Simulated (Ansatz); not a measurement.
Geometry optimisation, RKS PBE0/def2-SVP (Ansatz 0.2.0).

Input file:

```yaml
crystal:
  periodic: [false, false, false]
  atoms:
    - { symbol: Al, position_ang: [0.0, 0.0, 0.0] }
    - { symbol: H, position_ang: [0.0, 0.0, 1.91] }
    - { symbol: O, position_ang: [1.5415, 0.0, -0.89] }
    - { symbol: H, position_ang: [1.8414, -0.9519, -1.0449] }
    - { symbol: O, position_ang: [-1.5415, 0.0, -0.89] }
    - { symbol: H, position_ang: [-2.0512, -0.8467, -0.6815] }
    - { symbol: F, position_ang: [0.0892, 1.8864, 0.6275] }
    - { symbol: H, position_ang: [0.0478, 1.0118, 1.7645] }
basis:
  gaussian: { orbitals: def2-SVP }
hamiltonian:
  xc: pbe0
relax:
  f_tol: 0.15
  max_steps: 25
  restrain:
    - { distance: [0, 6], at: 1.69, k: 30.0 }
    - { distance: [7, 1], at: 0.66, k: 30.0 }
    - { distance: [0, 1], at: 2.76, k: 30.0 }
    - { distance: [7, 6], at: 2.12, k: 30.0 }
output:
  orbitals: {}
```

Command:

```bash
$ ansatz run input.yaml --threads 1 --pin off --max-ram 2048MiB --backend cpu --events-out ev --progress --plain --runs-dir out
```

Problem. Where does it end, and by what steps?

Solution. The run converged. The restraints hold the end off the free minimum. After 7 steps the energy has fallen by 2.232 eV (the restraints' own energy left out); Al1 moved furthest, 0.62 Å. Joined: H2–H8.

```
step  energy less start (eV)  largest force component (eV/Å)  accepted
   0                  0.0000                           4.541       yes
   1                 -0.8405                           5.248       yes
   2                 -1.6274                           3.775       yes
   3                 -2.0168                           2.334       yes
   4                 -2.1542                           1.291       yes
   5                 -2.1844                           1.166       yes
   6                 -2.2063                           1.472       yes
   7                 -2.2322                           1.639       yes
```

```xyz
8
Properties=species:S:1:pos:R:3
Al 0.030 0.498 -0.366
H -0.018 0.116 2.364
O 1.517 -0.211 -0.753
H 1.627 -1.004 -1.274
O -1.525 -0.105 -0.627
H -1.792 -0.976 -0.927
F 0.109 2.018 0.334
H -0.022 0.763 2.047
```

Whether the end is a true minimum wasn't checked by a vibrational analysis.

Time of the run: 17 s on 1 thread of AMD EPYC 9B14 (Zen 4) (shared host), peak memory 0.17 GiB.
